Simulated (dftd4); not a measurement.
HNaO, charge -1, doublet, at a GFN2-xTB geometry (such geometries of metal compounds can be far from the true shape) (a state made from the parent by changing its charge; the spin is typed, not shown lowest); D4 for r2scan run with dftd4 4.2.0.

dftd4 was given this input:
```
$ dftd4 mol.xyz --func r2scan --charge -1 --json dftd4.json --noedisp

# file mol.xyz
3

Na    -0.00000000    -0.00000000    -1.21477043
O      0.00000000     0.00000000     1.37739347
H      0.00000000     0.00000000     2.34332695
```

Problem. What does dftd4 print? Leave out banner, timings and long lists.

Solution. 
```
                    ____  _____ _____     ____  _  _
      -------------|  _ \|  ___|_   _|---|  _ \| || |------------
     |             | | | | |_    | | ___ | | | | || |_           |
     |             | |_| |  _|   | ||___|| |_| |__   _|          |
     |             |____/|_|     |_|     |____/   |_|            |
     |             ===================================           |
     |            E. Caldeweyher, S. Ehlert & S. Grimme          |
     |          Mulliken Center for Theoretical Chemistry        |
     |                    University of Bonn                     |
      -----------------------------------------------------------

Rational (Becke-Johnson) damping: r2scan-D4-ATM
---------------------
  s6         1.0000
  s8         0.6019
  s9         1.0000
  a1         0.5156
  a2         5.7734
 alp        16.0000
--------------------

Dispersion energy:      -3.0242135493102E-04 Eh

[Info] JSON dump of results written to 'dftd4.json'
```
